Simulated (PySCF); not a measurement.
The numbers are results of ωB97X-D3(BJ)/def2-TZVP // PBE0-D3(BJ)/def2-SVP in PySCF, not measurements. All species are isolated molecules in the gas phase. One relaxed conformer stands for a flexible species; it need not be the lowest. Excitations are Tamm–Dancoff values on a coarser integration grid. The basis has no diffuse functions, so Rydberg states are missing or too high.

Reference species (SMILES): `[SiH3][Si]([SiH2]F)([SiH3])[SiH3]` (F–Si–Si–Si torsion 180°) (neutral, multiplicity 1).

The S1 excitation (TDA) comes out as 6.11 eV. The T1 excitation (TDA) is 5.46 eV. The HOMO is -10.29 eV.

Changed species: `[SiH3][SiH2][Si]([SiH3])([SiH3])[SiH3]` (Si–Si–Si–Si torsion 180°) (one H of a SiH3 unit replaced by silyl; the reference has one H of a SiH3 unit replaced by fluoro).

Give the shifts of the S1 excitation (TDA), T1 excitation (TDA) and HOMO.

the S1 excitation (TDA) rises by 0.40 eV, to 6.51 eV; the T1 excitation (TDA) increases by 0.26 eV, to 5.72 eV; the HOMO rises by 0.41 eV, to -9.88 eV.
